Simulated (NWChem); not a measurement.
System: SiNH$_{3}$O, singlet; SMILES N[Si]O

NWChem input:

```
start job
memory heap 200 mb stack 900 mb global 1100 mb
geometry units angstroms noautosym nocenter noautoz
  Si    -0.659099     0.060271     0.000000
  O      0.410278     1.349046     0.000000
  H      1.363083     1.202177     0.000000
  N      0.414803    -1.294355     0.000000
  H      1.432265    -1.294079     0.000000
  H      0.048031    -2.241187     0.000000
end
basis spherical
  * library 6-31+g*
end
dft
  xc xpbe96 cpbe96
  iterations 150
end
property
  response 1 0.0
end
task dft property
```

NWChem printed, in part:

```
             Northwest Computational Chemistry Package (NWChem) 7.3.0
             --------------------------------------------------------

                             Geometry "geometry" -> ""
                             -------------------------

 Output coordinates in angstroms (scale by  1.889725989 to convert to a.u.)

  No.       Tag          Charge          X              Y              Z
 ---- ---------------- ---------- -------------- -------------- --------------
    1 Si                  14.0000    -0.65909900     0.06027100     0.00000000
    2 O                    8.0000     0.41027800     1.34904600     0.00000000
    3 H                    1.0000     1.36308300     1.20217700     0.00000000
    4 N                    7.0000     0.41480300    -1.29435500     0.00000000
    5 H                    1.0000     1.43226500    -1.29407900     0.00000000
    6 H                    1.0000     0.04803100    -2.24118700     0.00000000

 Effective nuclear repulsion energy (a.u.)     102.2467594188

  pbe96 is a nonlocal functional; adding pw91lda local functional.
                              NWChem Property Module
                              ----------------------

                                 NWChem DFT Module
                                 -----------------

 Summary of "ao basis" -> "ao basis" (spherical)
 ------------------------------------------------------------------------------
       Tag                 Description            Shells   Functions and Types
 ---------------- ------------------------------  ------  ---------------------
 Si                         6-31+g*                 10       22   5s4p1d
 O                          6-31+g*                  8       18   4s3p1d
 H                          6-31+g*                  2        2   2s
 N                          6-31+g*                  8       18   4s3p1d

            General Information
            -------------------
          SCF calculation type: DFT
          Wavefunction type:  closed shell.
          No. of atoms     :     6
          No. of electrons :    32
           Alpha electrons :    16
            Beta electrons :    16
          Charge           :     0
          Spin multiplicity:     1
          Use of symmetry is: off; symmetry adaption is: off
          Maximum number of iterations: 150
          AO basis - number of functions:    64
                     number of shells:    32
          Convergence on energy requested:  1.00D-06
          Convergence on density requested:  1.00D-05
          Convergence on gradient requested:  5.00D-04

              XC Information
              --------------
          PerdewBurkeErnzerhof Exchange Functional  1.000
            Perdew 1991 LDA Correlation Functional  1.000 local
           PerdewBurkeErnz. Correlation Functional  1.000 non-local

             Grid Information
             ----------------
          Grid used for XC integration:  medium
          Radial quadrature: Mura-Knowles
          Angular quadrature: Lebedev.
          Tag              B.-S. Rad. Rad. Pts. Rad. Cut. Ang. Pts.
          ---              ---------- --------- --------- ---------
          Si                  1.10       88          10.0       590
          O                   0.60       49          10.0       434
          H                   0.35       45          11.0       434
          N                   0.65       49          11.0       434
          Grid pruning is: on
          Number of quadrature shells:   321
          Spatial weights used:  Erf1

      Superposition of Atomic Density Guess
      -------------------------------------

 Sum of atomic energies:        -419.36485957

      Non-variational initial energy
      ------------------------------

 Total energy =    -420.271048
 1-e energy   =    -781.427343
 2-e energy   =     258.909535
 HOMO         =      -0.274153
 LUMO         =      -0.015556

   convergence    iter        energy       DeltaE   RMS-Dens  Diis-err
 ---------------- ----- ----------------- --------- --------- ---------
 d= 0,ls=0.0,diis     1   -420.9225018330 -5.23D+02  2.46D-02  7.22D-01
 d= 0,ls=0.0,diis     2   -420.6802241076  2.42D-01  1.62D-02  2.98D+00
 d= 0,ls=0.0,diis     3   -420.9923039531 -3.12D-01  4.09D-03  8.28D-02
 d= 0,ls=0.0,diis     4   -420.9940005719 -1.70D-03  2.36D-03  6.17D-02
 d= 0,ls=0.0,diis     5   -421.0009976997 -7.00D-03  7.47D-04  9.31D-04
  Resetting Diis
 d= 0,ls=0.0,diis     6   -421.0011155950 -1.18D-04  2.36D-04  3.70D-05
 d= 0,ls=0.0,diis     7   -421.0011222501 -6.66D-06  8.28D-05  2.05D-06
 d= 0,ls=0.0,diis     8   -421.0011220766  1.73D-07  4.01D-05  3.47D-06
 d= 0,ls=0.0,diis     9   -421.0011225478 -4.71D-07  6.78D-06  4.30D-07

         Total DFT energy =     -421.001122547802
      One electron energy =     -784.211720961016
           Coulomb energy =      298.183816702880
    Exchange-Corr. energy =      -37.219977708434
 Nuclear repulsion energy =      102.246759418768

 Numeric. integr. density =       32.000003625103

                       DFT Final Molecular Orbital Analysis
                       ------------------------------------

 Vector   14  Occ=2.000000D+00  E=-3.045656D-01
              MO Center=  3.6D-01,  1.1D+00,  4.6D-09, r^2= 1.5D+00
   Bfn.  Coefficient  Atom+Function         Bfn.  Coefficient  Atom+Function
  ----- ------------  ---------------      ----- ------------  ---------------
    26      0.571574  2 O  py                30      0.362918  2 O  py
    28      0.182674  2 O  s                 46      0.181470  4 N  py
     8     -0.143641  1 Si py                48      0.124145  4 N  s
    24      0.109141  2 O  s                 34      0.105976  2 O  py
    64     -0.099663  6 H  s                 50      0.091713  4 N  py

 Vector   15  Occ=2.000000D+00  E=-2.480066D-01
              MO Center=  3.6D-01, -8.0D-01, -6.2D-09, r^2= 2.0D+00
   Bfn.  Coefficient  Atom+Function         Bfn.  Coefficient  Atom+Function
  ----- ------------  ---------------      ----- ------------  ---------------
    47      0.524102  4 N  pz                51      0.402457  4 N  pz
    27     -0.279151  2 O  pz                31     -0.195139  2 O  pz
     9      0.125398  1 Si pz                55      0.121475  4 N  pz
    19     -0.062977  1 Si d -1              35     -0.063168  2 O  pz
     5     -0.049776  1 Si pz                13      0.025083  1 Si pz

 Vector   16  Occ=2.000000D+00  E=-2.156222D-01
              MO Center= -1.0D+00,  2.3D-02, -7.1D-09, r^2= 2.3D+00
   Bfn.  Coefficient  Atom+Function         Bfn.  Coefficient  Atom+Function
  ----- ------------  ---------------      ----- ------------  ---------------
    10      0.766585  1 Si s                  6      0.426847  1 Si s
     7     -0.387847  1 Si px                52     -0.282363  4 N  s
    48     -0.223245  4 N  s                  2     -0.207893  1 Si s
    32     -0.174202  2 O  s                  3      0.156457  1 Si px
    28     -0.157212  2 O  s                 14      0.154411  1 Si s

 Vector   17  Occ=0.000000D+00  E=-6.119407D-02
              MO Center= -7.0D-01,  2.1D-02,  1.0D-08, r^2= 3.4D+00
   Bfn.  Coefficient  Atom+Function         Bfn.  Coefficient  Atom+Function
  ----- ------------  ---------------      ----- ------------  ---------------
    13      0.594647  1 Si pz                 9      0.574263  1 Si pz
    47     -0.244980  4 N  pz                17      0.240912  1 Si pz
    55     -0.231538  4 N  pz                51     -0.229183  4 N  pz
    27     -0.217161  2 O  pz                 5     -0.201573  1 Si pz
    35     -0.187314  2 O  pz                31     -0.166404  2 O  pz

 Vector   18  Occ=0.000000D+00  E=-2.704961D-02
              MO Center=  1.1D+00, -5.5D-01, -1.4D-07, r^2= 8.1D+00
   Bfn.  Coefficient  Atom+Function         Bfn.  Coefficient  Atom+Function
  ----- ------------  ---------------      ----- ------------  ---------------
    14      1.501196  1 Si s                 52     -1.139795  4 N  s
    15      0.754996  1 Si px                48     -0.447396  4 N  s
    32     -0.436028  2 O  s                 54     -0.372149  4 N  py
    53      0.342926  4 N  px                42      0.326934  3 H  s
    11      0.294734  1 Si px                16     -0.271976  1 Si py

 Vector   19  Occ=0.000000D+00  E=-1.755186D-02
              MO Center= -5.2D-01, -1.9D-01, -1.9D-08, r^2= 8.1D+00
   Bfn.  Coefficient  Atom+Function         Bfn.  Coefficient  Atom+Function
  ----- ------------  ---------------      ----- ------------  ---------------
    32     -0.826254  2 O  s                 12      0.755820  1 Si py
    52      0.729766  4 N  s                 16      0.686274  1 Si py
    48      0.384340  4 N  s                 28     -0.360374  2 O  s
     8      0.324862  1 Si py                42      0.317027  3 H  s
    54      0.318611  4 N  py                33      0.257106  2 O  px

     Multipole analysis of the density
     ---------------------------------

     L   x y z        total         alpha         beta         nuclear
     -   - - -        -----         -----         ----         -------
     0   0 0 0     -0.000000    -16.000000    -16.000000     32.000000

     1   1 0 0      0.956476      0.665474      0.665474     -0.374472
     1   0 1 0     -0.859412     -0.658919     -0.658919      0.458425
     1   0 0 1      0.000000      0.000000      0.000000      0.000000

     2   2 0 0    -17.222702    -31.009961    -31.009961     44.797220
     2   1 1 0      0.510149      0.628309      0.628309     -0.746468
     2   1 0 1     -0.000000     -0.000000     -0.000000      0.000000
     2   0 2 0    -18.779110    -70.955651    -70.955651    123.132192
     2   0 1 1     -0.000000     -0.000000     -0.000000      0.000000
     2   0 0 2    -20.117557    -10.058779    -10.058779      0.000000

 *** CALLING NEW AORESP DRIVER FOR CLOSED AND OPEN SHELLS ***
 Entering AOResponse driver routine

--------------------------------------------------------------------------------

          -----------------------------------------------
          Solving response equations for perturbing field
          -----------------------------------------------

 number of frequencies:     1
 frequency in a.u.:  0.0000000E+00
 Perturbing field: electric
 Using El. Dipole Length Gauge

 Setting up CPKS with frequency omega =      0.00000000 a.u.

 STATIC response

                                NWChem CPHF Module
                                ------------------

  scftype          =     RHF
  nclosed          =       16
  nopen            =        0
  variables        =      768
  # of vectors     =        3
  tolerance        = 0.10D-03
  level shift      = 0.00D+00
  max iterations   =       50
  max subspace     =       30

 SCF residual:    1.2206662168278063E-004

Iterative solution of linear equations
  No. of variables      768
  No. of equations        3
  Maximum subspace       30
        Iterations       50
       Convergence  1.0D-04

   iter   nsub   residual    time
   ----  ------  --------  ---------
     1      3    5.69D+00      12.4
     2      6    3.65D+00      15.6
     3      9    8.59D-01      19.3
     4     12    7.83D-02      23.2
     5     15    1.31D-02      27.1
     6     18    1.54D-03      31.1
     7     21    1.33D-04      34.6
     8     24    1.86D-05      38.4

 Electric Dipole Response Matrix (nonzero elements):

              1        2        3
    1   46.2070  -2.7474  -0.0000
    2   -2.7474  50.6195   0.0000
    3   -0.0000   0.0000  37.8462

 ------------------------------------------
 average:        44.89093 + I       0.00000

 DFT Linear Response polarizability / au
 Frequency  =       0.0000000 / au
              X              Y              Z
 -----------------------------------------------
 X      46.2070168     -2.7473927     -0.0000004
 Y      -2.7473831     50.6195356      0.0000005
 Z      -0.0000004      0.0000005     37.8462272
 -----------------------------------------------
 Eigenvalues =      44.8896776     51.9368748     37.8462272
 Isotropic   =      44.8909265
 Anisotropic =      12.2028589
 -----------------------------------------------

 Magnetic Dipole Response Matrix (nonzero elements):

 Exiting AOResponse driver routine
```

Level: PBE/6-31+G* (spherical d). Low-valent species are run as closed-shell singlets; no triplet was tried in these runs. All runs use the structure optimised with PBE0/def2-SVP.
